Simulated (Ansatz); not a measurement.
Species: CH₂Cl, charge 1, singlet. CH2Cl+ (parent SMILES [CH2]Cl, singlet).
B3LYP-D3(BJ)/def2-TZVP minimum from Ansatz (a program for electronic structure):
```xyz
4

C     -1.0411     0.0044    -0.0059
Cl     0.5527    -0.0023     0.0031
H     -1.5701     0.9565    -0.0356
H     -1.5783    -0.9433     0.0178
```
Charge +1, spin multiplicity 1.

Hartree-Fock and CCSD(T) correlation energies in hartree (Ansatz). Open shells are spin-unrestricted; no spin-orbit coupling. Cores are frozen in correlated methods. No relativity. The T1 diagnostic of CH2Cl+ (parent SMILES [CH2]Cl, singlet) reaches 0.026 in the sets run. The spin of CH2Cl+ (parent SMILES [CH2]Cl, singlet) was assumed, and the state is the lowest solution found for it.

```csv
basis,X,E(HF),"E(corr, CCSD(T))"
cc-pV(T+d)Z,3,-498.20946,-0.37641
cc-pV(Q+d)Z,4,-498.21581,-0.40141
cc-pV(5+d)Z,5,-498.21713,withheld
```

### Question
Fit E(corr) = E∞ + A/X³ to X = 3 and 4, predict X = 5, and compare with the run.

### Answer
A = (-0.37641 - (-0.40141))/(1/27 - 1/64) = 1.1676; E∞ = -0.40141 - A/64 = -0.41965; at X = 5, E∞ + A/125 = -0.41031. The run gave -0.40978, 0.53 mEh above the prediction. The same form on X = 4 and 5 gives E∞ = -0.41856, 1.09 mEh above the first estimate.
